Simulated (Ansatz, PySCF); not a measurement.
Bond stretch in CuH, singlet.

Levels of theory: RKS-PBE = restricted PBE/def2-TZVP (Ansatz, a quantum-chemistry and plane-wave program); UKS-PBE = unrestricted PBE/def2-TZVP run with Ansatz; RKS-TPSSh = restricted TPSSh/def2-TZVP run with PySCF 2.14.0; UCCSD(T) = CCSD(T) on UHF/def2-TZVP, 5 core orbitals frozen in PySCF.

Energies relative to the lowest point of each curve near equilibrium, in eV; the last columns give the difference from UCCSD(T):

| R / Å | RKS-PBE | UKS-PBE | RKS-TPSSh | UCCSD(T) | RKS-PBE − UCCSD(T) | UKS-PBE − UCCSD(T) | RKS-TPSSh − UCCSD(T) |
|---|---|---|---|---|---|---|---|
| 1.17 | 1.049 | 1.049 | 1.079 | 1.031 | 0.019 | 0.019 | 0.048 |
| 1.26 | 0.442 | 0.442 | 0.460 | 0.436 | 0.006 | 0.006 | 0.023 |
| 1.35 | 0.128 | 0.128 | 0.137 | 0.129 | -0.001 | -0.001 | 0.008 |
| 1.41 | 0.031 | 0.031 | 0.035 | 0.033 | -0.002 | -0.002 | 0.002 |
| 1.43 | 0.014 | 0.014 | 0.017 | 0.016 | -0.002 | -0.002 | 0.001 |
| 1.49 | 0.000 | 0.000 | 0.000 | 0.000 | 0.000 | 0.000 | 0.000 |
| 1.52 | 0.010 | 0.010 | 0.009 | 0.009 | 0.002 | 0.002 | 0.001 |
| 1.57 | 0.048 | 0.048 | 0.047 | 0.042 | 0.006 | 0.006 | 0.004 |
| 1.65 | 0.151 | 0.151 | 0.149 | 0.135 | 0.016 | 0.016 | 0.014 |
| 1.72 | 0.270 | 0.270 | 0.270 | 0.243 | 0.027 | 0.027 | 0.027 |
| 1.83 | 0.493 | 0.493 | 0.498 | 0.444 | 0.049 | 0.049 | 0.054 |
| 2.00 | 0.877 | 0.877 | 0.894 | 0.792 | 0.085 | 0.085 | 0.102 |
| 2.21 | 1.355 | 1.355 | 1.393 | 1.233 | 0.123 | 0.123 | 0.161 |
| 2.47 | 1.892 | 1.892 | 1.960 | 1.696 | 0.196 | 0.196 | 0.264 |
| 2.67 | 2.248 | 2.205 | 2.341 | 1.978 | 0.270 | 0.227 | 0.363 |
| 2.97 | 2.686 | 2.490 | 2.817 | 2.273 | 0.413 | 0.217 | 0.544 |
| 3.31 | 3.061 | 2.643 | 3.233 | 2.434 | 0.627 | 0.209 | 0.799 |
| 3.63 | 3.319 | 2.700 | 3.525 | 2.488 | 0.831 | 0.212 | 1.037 |
| 4.02 | 3.540 | 2.726 | 3.781 | 2.510 | 1.030 | 0.216 | 1.270 |
| 4.49 | 3.712 | 2.736 | 3.984 | 2.518 | 1.194 | 0.218 | 1.466 |
| 5.26 | 3.861 | 2.741 | 4.169 | 2.521 | 1.340 | 0.220 | 1.648 |
| 5.94 | 3.921 | 2.742 | 4.252 | 2.522 | 1.399 | 0.220 | 1.731 |

RKS-PBE is furthest from UCCSD(T) at 5.94 (1.399 eV, above); its mean absolute difference over the points is 0.347 eV.

UKS-PBE is furthest from UCCSD(T) at 2.67 (0.227 eV, above); its mean absolute difference over the points is 0.103 eV.

RKS-TPSSh is furthest from UCCSD(T) at 5.94 (1.731 eV, above); its mean absolute difference over the points is 0.435 eV.

The restricted form behind RKS-PBE, RKS-TPSSh keeps the bonding electrons paired and can't separate into open-shell fragments. The unrestricted determinant behind UKS-PBE is spin-contaminated at 2.47 to 5.94 Å (<S²> up to 1.0, against 0.00 for a pure singlet). At the longest distance RKS-TPSSh leaves fractional charges on the fragments, a sign of delocalisation error or of the restricted form. The unrestricted determinant behind UCCSD(T) is spin-contaminated at 2.00 to 5.94 Å (<S²> up to 1.0, against 0.00 for a pure singlet).
